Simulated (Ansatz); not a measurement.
Species: CuOH (charge 0, singlet). SMILES: [OH][Cu]
Geometry from a B3LYP-D3(BJ)/def2-TZVP (Ansatz, a program for electronic structure) optimisation:
```
O
H 1 0.9649
Cu 1 1.7954 2 108.72
```

Quantity: vertical triplet-singlet gap, E(triplet) - E(singlet), in eV. Conventions: open shells spin-unrestricted; non-relativistic; frozen cores in correlated levels (noble-gas shells and the d and f shells of earlier blocks); six Cartesian d functions in 6-31G* and its kin unless marked 5d; LANL2DZ with its own core potentials from Na on; dispersion terms only where a functional's name holds one; each state is the SCF solution reached for its charge and spin; spin-orbit terms left out. First-principles rows: single points at B3LYP-D3(BJ) geometries (Ansatz). Levels can end on unlike triplets.

```tsv
level	program	vertical triplet-singlet gap, E(triplet) - E(singlet) (eV)
HF/6-31G*	Ansatz	-1.63
HF/6-31G* with LANL2DZ past Ar	Ansatz	0.06
B3LYP/STO-3G	Ansatz	-4.21
B3LYP/3-21G	Ansatz	-0.28
B3LYP/6-31G*	Ansatz	0.77
B3LYP/6-31G* with LANL2DZ past Ar	Ansatz	1.86
MP2/6-31G*	Ansatz	1.08
PBE0/def2-TZVPD	Ansatz	1.73
wB97X-V/def2-TZVPD	Ansatz	1.98
```

No value to compare with is used here. The 7 habitual levels span -4.21 (B3LYP/STO-3G) to 1.86 eV (B3LYP/6-31G* with LANL2DZ past Ar); PBE0/def2-TZVPD gives 1.73.

The levels are drawn from those run, B3LYP/6-31G* more often than the rest, none by its result; left out are runs that failed, that the program found above a lower state of the same kind, or whose <S^2> lies over 0.5 above the pure value. A level that turns the sign of the gap may have ended on another state.
